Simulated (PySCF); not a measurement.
C3H9Ga, SMILES [CH3][Ga]([CH3])[CH3].

Geometry: r2SCAN-D4/def2-SVP. The isomer is the one that the SMILES or the coordinates give; other isomers of the formula were not compared.

These are HF/def2-TZVP (PySCF) values and carry that method's errors.

The molecule is in vacuum.

The total energy comes out as -2042.13535 hartree. The highest occupied level is -10.34 eV. The lowest empty level comes out as 2.34 eV, the orbital gap comes out as 12.68 eV and the dipole moment comes out as 0.00 D. The quadrupole, principal values (traceless, Buckingham form, about the centre of nuclear charge) is -3.33, -3.32, 6.65 D·Å. The mean static polarisability is 61.4 bohr³ (9.10 Å³). The polarisability, principal values is 50.5, 66.8, 66.8 bohr³.
